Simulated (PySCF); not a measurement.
This PySCF input asks for the NMR shieldings of `C=C(C)CC#[C][AlH][C]#CC`, C9H11Al; the geometry comes from GFN2-xTB.

```python
import basis_set_exchange as bse
import numpy as np
from pyscf import gto, dft
from pyscf.prop import nmr

atoms = """
C    -4.013042   -1.213975    0.539822
C    -3.238180   -0.142904    0.550169
C    -3.521980    1.083003   -0.260513
C    -1.982011   -0.078364    1.386523
C    -0.808495    0.051713    0.540949
C     0.153146    0.172669   -0.194449
Al    1.736541    0.330370   -1.302152
C     3.566705    0.081050   -0.713320
C     4.699893   -0.109868   -0.313775
C     6.051269   -0.331314    0.154244
H    -4.907632   -1.257873   -0.058239
H    -3.792239   -2.089859    1.127166
H    -4.395254    0.940927   -0.891189
H    -2.663811    1.318353   -0.889545
H    -3.697718    1.938200    0.392874
H    -1.884877   -0.980448    1.997028
H    -2.028133    0.789454    2.054657
H     1.515731    0.682368   -2.790949
H     6.335336    0.448342    0.861478
H     6.744619   -0.315131   -0.686938
H     6.121209   -1.299767    0.650390
"""
names = dict.fromkeys(["C", "Al", "H"], "pcSseg-1")
basis = {el: gto.basis.parse(bse.get_basis(n, elements=[el], fmt="nwchem")) for el, n in names.items()}
mol = gto.M(atom=atoms, basis=basis, charge=0, verbose=0)
mf = dft.RKS(mol, xc="PBE0")
mf.grids.level = 2
mf.grids.alignment = dft.numint.BLKSIZE   # the property module wants whole blocks of grid points
mf.conv_tol = 1e-9
mf.kernel()

calc = nmr.RKS(mf)   # GIAO
C = mf.mo_coeff
Co = C[:, mf.mo_occ > 0]
resp = mf.gen_response(singlet=True, hermi=2)
def vind(x):   # induced exchange potential for any number of trial vectors
    d = np.einsum("pi,xij,qj->xpq", C, 2 * x.reshape(-1, C.shape[1], Co.shape[1]), Co, optimize=True)
    return np.einsum("xpq,pi,qj->xij", resp(d - d.transpose(0, 2, 1)), C, Co, optimize=True).ravel()
mo1, _ = nmr.rhf.solve_mo1(calc, with_cphf=vind)
sigma = calc.kernel(mo1)
for i, s in enumerate(sigma):   # ppm
    print("%2d %-2s %9.2f" % (i, mol.atom_pure_symbol(i), np.trace(s) / 3))
```

Problem. Give the expected output.

Solution. 
```
 0 C      68.07
 1 C      36.49
 2 C     162.80
 3 C     153.61
 4 C      67.51
 5 C      89.36
 6 Al    380.39
 7 C      91.91
 8 C      69.50
 9 C     180.37
10 H      26.59
11 H      26.61
12 H      29.88
13 H      28.97
14 H      30.05
15 H      28.53
16 H      28.68
17 H      27.25
18 H      29.61
19 H      29.60
20 H      29.61
```

These numbers come from an equivalent density-fitted implementation of the same equations, which agrees with the script to about 0.01 ppm for H and up to a few tenths of a ppm for heavy atoms, so last digits may differ.

Size and cost of the density-fitted run: 232 basis functions, 39 s wall time on 1 thread of an Intel Xeon 6975P-C, shared host; peak memory 0.99 GiB.
